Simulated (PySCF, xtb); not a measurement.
BCl₂, SMILES Cl[B+]Cl, charge +1.

Geometry optimised at B3LYP-D3(BJ)/def2-TZVP.

Level of theory: IEF-PCM-PBE0/def2-SVP in PySCF.

The values are the electrostatic part of the solvation free energy, E(continuum) − E(gas) at the gas-phase geometry, in a cavity of scaled van der Waals radii (PySCF's table); cavitation and dispersion terms are not included. In vacuum the orbital gap is 8.90 eV.

```csv
solvent,ε,ΔG(elec) (kcal/mol),gap (eV)
water,78.36,-59.9,8.94
n-hexane,1.88,-28.4,8.92
2-propanol,19.26,___,___
```

Problem. Complete the blanks. (The exact figures need the calculation; the answer reports its results.)

Solution. 
- 2-propanol, ΔG(elec) (kcal/mol): -57.5
- 2-propanol, gap (eV): 8.94

For comparison, GFN2-xTB/ALPB(water) (xtb, at the GFN2-xTB geometry, all terms of that model) gives -56.9 kcal/mol.
